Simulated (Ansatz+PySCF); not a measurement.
Results of a calculation; reference values are marked as such.
**Li+H2O → Li+ + H2O**

Li+H2O (charge 1, multiplicity 1):
```xyz
4

Li    0.0000    0.0000   -1.4887
O     0.0000    0.0000    0.3286
H     0.0000    0.7683    0.9186
H     0.0000   -0.7683    0.9186
```

H2O (charge 0, multiplicity 1):
```tsv
atom	x (Å)	y (Å)	z (Å)
O	0.0000	0.0000	-0.1197
H	0.0000	0.7542	0.4787
H	0.0000	-0.7542	0.4787
```

Shapes relaxed with PBE0/def2-SVP. Single points in def2-SVP with Ansatz (development build ahead of 0.2.0), no zero-point energy. Correlated methods freeze no orbital on H to Be, one on B to Mg, five on Al to Zn, nine on Ga to Sr.

```json
{"method": "CCSD (restricted)", "reaction energy": "40.74 kcal/mol"}
{"method": "CCSD(T) (restricted)", "reaction energy": "40.75 kcal/mol"}
{"method": "HF (restricted)", "reaction energy": "40.37 kcal/mol"}
{"method": "MP2 (restricted)", "reaction energy": "41.26 kcal/mol"}
{"method": "PBE0 (restricted)", "reaction energy": "42.57 kcal/mol"}
{"method": "r2SCAN (restricted)", "reaction energy": "40.52 kcal/mol"}
{"method": "wB97X (restricted)", "reaction energy": "40.73 kcal/mol"}
```

Q: What does PBE (restricted) give?

A: 43.44 kcal/mol.
